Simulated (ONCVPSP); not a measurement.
**silicon: excitation energies, all-electron against ONCV**

| Property | Result |
| --- | --- |
| Element | Si (Z = 14) |
| Generator | ONCVPSP 4.0.1 |
| Type | optimised norm-conserving Vanderbilt (ONCV) |
| Functional | revPBE |
| Relativity | scalar-relativistic |
| Frozen core | [Ne] |
| Valence charge | 4 |
| Reference configuration | 3s2 3p2 |
| Partial waves | 3s: rc 2.00 bohr, ncon 4, nbas 8, qcut 3.9 1/bohr, 2 projectors, debl 1 Ha; 3p: rc 2.30 bohr, ncon 4, nbas 7, qcut 3.6 1/bohr, 1 projector |
| Local potential | polynomial inside 1.45 bohr (lpopt 5, dvloc0 0 Ha) |
| Core correction | none |

Energies are relative to the spin-unpolarised reference configuration 3s2 3p2; without spin polarisation the order of configurations can differ from experiment.

```
valence configuration  charge  ΔE all-electron (eV)  error AE − PS (meV)
              3s2 3p0      +2                23.688                  -20
              3s1 3p0      +3                57.566                  -47
              3s0 3p4       0                13.736                 -1.2
```

(1) What are ΔE and the potential's error for 3s2 3p1?

Results:

(1) ΔE = 7.722 eV all-electron; the error (AE − PS) is -2.3 meV.
